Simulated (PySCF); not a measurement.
# Relaxation of singlet PI3

All numbers come from PySCF, PBE, basis P def2-TZVP, I def2-TZVP with ECP28 (scalar-relativistic core potentials, no spin–orbit coupling, density fitting). A (50,194) grid was used.

A hand-made trigonal pyramidal start, of C3v symmetry, held to at least that symmetry:

```xyz
4
charge 0 multiplicity 1, angstrom
P     0.0000    0.0000   -1.0593
I     2.1544    0.0000    0.0862
I    -1.0772    1.8658    0.0862
I    -1.0772   -1.8658    0.0862
```

(1) What forces act on the atoms at the start (eV/Å)?

(2) What does it relax to?

(3) How much energy is released, and in how many steps?

Answers

(1) 
```csv
atom,Fx,Fy,Fz
P1,0.00,0.00,-0.12
I2,0.60,0.00,0.04
I3,-0.30,0.51,0.04
I4,-0.30,-0.51,0.04
```

(2) It ends at C3v with P–I 2.479 Å (×3); I–P–I 103.3° (×3). A frequency run shows a minimum. Other isomers or separated fragments may lie lower.

(3) 7.0 kJ/mol in 3 steps.

The relaxation took 21 s on 4 threads of a shared Arm Neoverse V1 host, with 187 basis functions and 4 gradients; the process peaked at 0.95 GiB. Launch command: `OMP_NUM_THREADS=4 python axn.py task.json out`.
